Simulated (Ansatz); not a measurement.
Relaxation of BClF2 (4 atoms, charge 0, multiplicity 1), to a largest force component of 0.02 eV/Å in at most 40 steps.

Theory: RHF/def2-SVP (Ansatz 0.2.0).

```xyz
4
Properties=species:S:1:pos:R:3:forces:R:3
B 0.000 0.000 0.000 0.00 0.00 0.87
Cl 0.000 0.000 1.860 0.00 0.00 -2.46
F 1.143 0.000 -0.660 -1.31 0.00 0.79
F -1.143 0.000 -0.660 1.31 0.00 0.79
```

Q: Where does it end, and by what steps?

A: It converged. After 4 steps the energy has fallen by 0.185 eV; Cl2 moved furthest, 0.09 Å.

```
step  energy less start (eV)  largest force component (eV/Å)  accepted
   0                  0.0000                           2.458       yes
   1                 -0.1582                           1.058       yes
   2                 -0.1835                           0.154       yes
   3                 -0.1822                           0.456        no
   4                 -0.1845                           0.012       yes
```

```xyz
4
Properties=species:S:1:pos:R:3
B 0.000 0.000 0.027
Cl 0.000 0.000 1.775
F 1.119 0.000 -0.631
F -1.119 0.000 -0.631
```

Whether the end is a true minimum wasn't checked by a vibrational analysis.

The run took 2.1 s on 1 thread of Intel(R) Xeon(R) 6975P-C (Granite Rapids), on a shared host, peak memory 0.11 GiB.
